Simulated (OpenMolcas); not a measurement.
**Ho2+: effect of the basis set**

```yaml
Program: OpenMolcas 26.06
Method: CASSCF
Active_space: 11 electrons in 7 orbitals (4f)
State_averaging: 2S+1 = 4 odd, 35 roots (21 in the spin-orbit step); 2S+1 = 2 odd, 112 roots (35 in the spin-orbit step)
Spin-orbit_coupling: state interaction with AMFI integrals over the reference wave functions, term energies averaged over their components
```

A. ANO-RCC-MB [6s5p3d1f], X2C, point nucleus; cost roughly 20 core-seconds
B. ANO-R1 [7s5p3d2f], X2C, finite nucleus; cost of the order of 17 core-seconds
C. ANO-RCC-VTZP [8s7p5d3f2g1h], DKH4, point nucleus; cost about 5 core-minutes

Energies in cm-1 above 4f11 4I* 15/2, the measured ground level; measured values from Martin, Zalubas and Hagan, Atomic Energy Levels: The Rare-Earth Elements, NSRDS-NBS 60 (1978); whole-number values converted from NIST levels in rydberg listed in Nahar, Atoms 12, 24 (2024).

```tsv
Level	A	B	C	Measured
4f11 4I* 15/2	0.0	0.0	0.0	0.0
4f11 4I* 13/2	5673	5555	5557	5439
4f11 4I* 11/2	9381	9191	9194	8644
4f11 4I* 9/2	11824	11590	11592	10770
4f11 4F* 9/2 [66 %]	17808	17471	17461	13330
```

Deviations, from unrounded energies. A percentage is the sum of absolute deviations over the sum of measured energies, with the sign that they share, or ± where signs differ.

```tsv
Against measurement	Levels	A	B	C
mean absolute deviation (cm-1)	4	1600	1400	1400
fine structure of the ground term (%)	3	+8.2	+6.0	+6.0
other terms of the ground configuration (%)	1	+33.6	+31.1	+31.0
```

B, C lie about equally close to measurement and A furthest from it. The largest miss of C in the table is 4f11 4F* 9/2 [66 %], by +4100 cm-1. The ranking rests on the paired levels alone, and a cruder setting can come out closer through cancelling errors.

Among A to C the level of the table that moves most is 4f11 4F* 9/2 [66 %], by 350 cm-1 (lowest in C, highest in A).

High states are left out of the spin-orbit mixing, which shifts the levels that they would mix with. Without dynamic correlation excited terms often stand tens of per cent too high (terms of higher spin than the ground term too low), and those without a measured partner can miss by more than the paired ones. Some levels mix across a computed gap that differs much from the measured one, so their mixing is not that of the real levels. Measured partners are found by configuration, term and J. A level has none where our copy of the source lacks it or the pairing is in doubt (some pairs that miss far off the trend of their configuration count as doubtful), and it then counts in no deviation. Only configurations of the active space appear. The table leaves out levels that lie high or whose names do not pair safely across all columns.

A share in square brackets marks a mixed level and gives the weight of the term that names it, the lowest over the columns. * marks odd parity.
